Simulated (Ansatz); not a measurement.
Calculated with Ansatz (gas phase, PBE0-D4/def2-TZVP geometries, no zero-point term in ΔE). CCSD(T)/CBS adds triple-zeta CCSD(T) − MP2 to the extrapolated MP2 energy (def2 sets, frozen cores). DFT in def2-TZVPP. B3LYP here is the variant with VWN-RPA as its local correlation; programs differ in this. For Se outer-core shells are correlated without core-valence functions, which leaves a few kJ/mol of doubt a bond. Scalar relativity is left out up to krypton. Each species was taken in one conformer, which may not be the lowest.

Reaction (ligand exchange at the Si–C bond): `NC([SiH3])[SiH2]Cl` + `NB[SeH]` → `[SiH3]NB[SeH]` + `NC[SiH2]Cl`

| level | ΔE (kcal/mol) | difference from CCSD(T)/CBS |
| --- | --- | --- |
| PBE-D4 | -9.1 | 3.0 |
| r2SCAN-D4 | -10.9 | 1.2 |
| PBE0-D4 | -10.2 | 1.9 |
| B3LYP-D4 | -11.7 | 0.4 |
| ωB97X-V | -11.6 | 0.5 |
| ωB97M-V | -11.3 | 0.8 |
| B2PLYP | -13.1 | -1.0 |
| PBE | -10.1 | 2.0 |
| r2SCAN | -11.1 | 1.0 |
| PBE0 | -11.1 | 1.0 |
| B3LYP | -13.3 | -1.2 |
| HF/def2-TZVPP | -16.8 | -4.7 |
| MP2/def2-TZVPP | -12.3 | -0.2 |
| SCS-MP2/def2-TZVPP | -13.3 | -1.2 |
| CCSD/def2-TZVPP | -13.0 | -0.9 |
| CCSD(T)/def2-TZVPP | -12.2 | -0.1 |
| HF/def2-QZVPP | -17.0 | -4.9 |
| MP2/def2-QZVPP | -12.3 | -0.2 |
| SCS-MP2/def2-QZVPP | -13.3 | -1.2 |
| HF/CBS(def2) | -17.1 | -5.0 |
| MP2/CBS(def2) | -12.2 | -0.1 |
| CCSD/CBS(def2) | -12.9 | -0.8 |
| CCSD(T)/CBS | -12.1 | 0 |

Largest T1 diagnostic among the species: 0.011.

From PBE to PBE0 (25 % exact exchange), in def2-TZVPP and without D4, ΔE moves by −1.0 kcal/mol. In def2-TZVPP, CCSD(T) changes the Hartree–Fock value by +4.6 kcal/mol (the triples alone add +0.7 kcal/mol) and MP2 by +4.5 kcal/mol. The D4 term adds +1.6 kcal/mol with B3LYP and +0.9 kcal/mol with PBE0; it sums over pairs of atoms, weighted by their polarisabilities, and B3LYP, whose exchange is more repulsive, gets the larger term.
